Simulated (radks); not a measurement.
Values are calculated unless marked as measured or tabulated.
Neutral antimony inside a hard spherical wall (all orbitals vanish at R), configuration held at [Kr] 4d10 5s2 5p3 and not refilled when levels cross. Level of theory: scalar-relativistic Kohn-Sham, r2SCAN, spin-polarised, spherical densities, finite nucleus; open shells are filled with parallel spins first (spin-orbit coupling, left out, can overturn this in heavy ions); meta-GGA in the generalised Kohn-Sham scheme; Fermi nuclear charge, rms radius 4.6802 fm (a radial shooting solver on a logarithmic mesh with Libxc functionals). Eigenvalues in eV for spin up, with the zero of energy where the potential of the charges vanishes at infinity; a dash marks a level that is unbound or too diffuse for the functional's potential to be trusted. A positive occupied level is held by the wall or, in an anion where self-interaction has pushed it up, behind a barrier. The pressure on the wall is -dE/dV.

[
 {"R (bohr)": "free", "E (hartree)": "-6482.21510", "kinetic (hartree)": "6779.663", "e(4p)": "-104.31", "e(4d)": "-34.191", "e(5s)": "-14.105", "e(5p)": "-5.827", "e(6s, empty)": "-", "e(5d, empty)": "-", "pressure (GPa)": "0"},
 {"R (bohr)": "20", "E (hartree)": "-6482.21510", "kinetic (hartree)": "6779.663", "e(4p)": "-104.31", "e(4d)": "-34.191", "e(5s)": "-14.105", "e(5p)": "-5.827", "e(6s, empty)": "-", "e(5d, empty)": "-", "pressure (GPa)": "< 0.0001"},
 {"R (bohr)": "12", "E (hartree)": "-6482.21509", "kinetic (hartree)": "6779.663", "e(4p)": "-104.30", "e(4d)": "-34.190", "e(5s)": "-14.103", "e(5p)": "-5.826", "e(6s, empty)": "0.356", "e(5d, empty)": "1.756", "pressure (GPa)": "0.000273"},
 {"R (bohr)": "10", "E (hartree)": "-6482.21493", "kinetic (hartree)": "6779.665", "e(4p)": "-104.29", "e(4d)": "-34.175", "e(5s)": "-14.092", "e(5p)": "-5.814", "e(6s, empty)": "0.836", "e(5d, empty)": "2.174", "pressure (GPa)": "0.00553"},
 {"R (bohr)": "8", "E (hartree)": "-6482.21263", "kinetic (hartree)": "6779.686", "e(4p)": "-104.16", "e(4d)": "-34.044", "e(5s)": "-13.995", "e(5p)": "-5.711", "e(6s, empty)": "2.162", "e(5d, empty)": "2.994", "pressure (GPa)": "0.119"},
 {"R (bohr)": "7", "E (hartree)": "-6482.20593", "kinetic (hartree)": "6779.737", "e(4p)": "-103.89", "e(4d)": "-33.778", "e(5s)": "-13.803", "e(5p)": "-5.493", "e(6s, empty)": "3.769", "e(5d, empty)": "3.850", "pressure (GPa)": "0.579"},
 {"R (bohr)": "6", "E (hartree)": "-6482.18084", "kinetic (hartree)": "6779.900", "e(4p)": "-103.18", "e(4d)": "-33.089", "e(5s)": "-13.312", "e(5p)": "-4.889", "e(6s, empty)": "7.106", "e(5d, empty)": "5.520", "pressure (GPa)": "2.96"},
 {"R (bohr)": "4", "E (hartree)": "-6481.68636", "kinetic (hartree)": "6782.200", "e(4p)": "-97.227", "e(4d)": "-27.393", "e(5s)": "-8.444", "e(5p)": "1.653", "e(6s, empty)": "33.295", "e(5d, empty)": "18.007", "pressure (GPa)": "112"}
]
